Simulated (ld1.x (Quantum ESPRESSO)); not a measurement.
Mn: one change to an RRKJ potential, before and after

| Property | Result |
| --- | --- |
| Element | manganese |
| Generator | ld1.x (Quantum ESPRESSO) 7.5 |
| Type | norm-conserving RRKJ (Kleinman–Bylander form) |
| Functional | PBE |
| Relativity | scalar-relativistic |
| Frozen core | [Ne] 3s2 |
| Valence charge | 13 |
| Reference configuration | 3p6 3d5 4s2 4p0 |
| Partial waves | 3p (bound): rc 1.10 bohr; 3d (bound): rc 1.90 bohr; 4s (bound): rc 2.75 bohr |
| Local potential | the s channel |
| Core correction | none |
| rho0 | 0.01 |

Change: wave 3d (bound): rc 1.90 bohr becomes 3d (bound): rc 1.42 bohr.

Cutoffs: the cutoffs (Ry, on a coarse ladder) from which the occupation-weighted sum of valence levels, in a spherical-Bessel basis at the reference potential, stays within 10 and 1 mRy of its value at 400 Ry; they do not see the model core or the augmentation charge, which bear on the density cutoff. Errors are all-electron minus pseudo energies relative to the spin-unpolarised reference configuration.

Predict the effect on cutoff, ghosts and configuration errors.

The potential gets neither clearly harder nor softer (100 Ry and 140 Ry → 100 Ry and 160 Ry); the number of tests that count goes from 6 to 7; of the 6 tests that both files solve, the error grows in 5 and shrinks in 0 by more than 15 % and 0.3 meV (median size 142.4 → 406.3 meV); neither file shows a bound ghost at the reference potential, the only one tested. That the errors move this way runs against the usual rule that smaller radii transfer better.

| quantity | base | changed |
| --- | --- | --- |
| cutoff, loose | 100 Ry | 100 Ry |
| cutoff, tight | 140 Ry | 160 Ry |
| loose cutoff by channel (10 mRy a level) | p 50 Ry, d 45 Ry, s 6 Ry | p 50 Ry, d 80 Ry, s 6 Ry |
| bound ghosts | none | none |
| tests counted (converged, no solver errors) | 6 of 7 | 7 of 7 |
| error for 3p6 3d5 4s1 4p0, meV [ΔE 8.42 eV] | +0.4 | -2.3 |
| error for 3p6 3d5 4s0 4p0, meV [ΔE 24.01 eV] | -9.4 | -20 |
| error for 3p6 3d4 4s0 4p0, meV [ΔE 56.53 eV] | -122 | -207 |
| error for 3p6 3d3 4s0 4p0, meV [ΔE 107.30 eV] | +163 | -732 |
| error for 3p6 3d4 4s2 4p1, meV [ΔE 7.80 eV] | -894 | -1064 |
| error for 3p6 3d5 4s1 4p1, meV [ΔE 3.86 eV] | -605 | -606 |
| s: phases at 3.00 bohr within 0.05 rad from the reference energy up to (Ry; the scan ends near 5) | 1.7 | 1.7 |
| p: phases at 3.00 bohr within 0.05 rad from the reference energy up to (Ry; the scan ends near 5) | n/a | n/a |
| d: phases at 3.00 bohr within 0.05 rad from the reference energy up to (Ry; the scan ends near 5) | 0.4 | 0.4 |

Base: Tests not counted: 3p6 3d5 4s1.5 4p0 (an occupied level unbound or not found, printed error +0.1 meV). These tests converged, but a pseudo level misses the all-electron one widely, so the file describes the atom poorly there or has found another state: 3p6 3d4 4s0 4p0: empty 4p by 2.9 eV; 3p6 3d3 4s0 4p0: empty 4p by 4.5 eV. ld1.x printed “convergence not achieved” for 3 of the counted tests; their residual had stalled under 1e-8, short of the target of 1e-14. Changed file: These tests converged, but a pseudo level misses the all-electron one widely, so the file describes the atom poorly there or has found another state: 3p6 3d4 4s0 4p0: empty 4p by 2.9 eV; 3p6 3d3 4s0 4p0: empty 4p by 4.6 eV. ld1.x printed “convergence not achieved” for 4 of the counted tests; their residual had stalled under 1e-8, short of the target of 1e-14.
